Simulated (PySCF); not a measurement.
Isomers of C4H12Si2, one conformer each; single-point electronic energies without zero-point terms and without any empirical dispersion term.

Computed with PySCF at PBE0/pcSseg-1, non-relativistic, each on one gas-phase PBE0-D3(BJ)/def2-SVP geometry that isn't relaxed in the solvent. The solvent is an IEF-PCM continuum (van der Waals radii × 1.2). The model holds no explicit solvent molecules, cavitation or dispersion.

```csv
isomer,"relative energy, gas (kJ/mol)",dipole (D)
`[SiH3]C[SiH2]C1CC1`,0.0,1.53
`C=C[SiH2]CC[SiH3]`,18.9,0.74
```

Question: How do the relative energies look in chloroform (ε = 4.711)?

Answer: 
```tsv
isomer	relative energy, solvent (kJ/mol)	E(solvent) − E(gas) (kJ/mol)	dipole in solvent (D)
`[SiH3]C[SiH2]C1CC1`	0.0	-4.9	1.82
`C=C[SiH2]CC[SiH3]`	18.7	-5.1	0.83
```

The order is unchanged. Conformers: `[SiH3:1][CH2:2][SiH2:3][CH:4]1[CH2:5][CH2:6]1` with Si1–C2–Si3–C4 -178°, C2–Si3–C4–C5 83°; `[CH2:1]=[CH:2][SiH2:3][CH2:4][CH2:5][SiH3:6]` with C1–C2–Si3–C4 -114°, C2–Si3–C4–C5 180°, Si3–C4–C5–Si6 -179°. `C=C[SiH2]CC[SiH3]` gains most from the continuum, while `[SiH3]C[SiH2]C1CC1` has the largest gas-phase dipole. The gains span 0.2 kJ/mol, the gas-phase energies 18.9 kJ/mol.
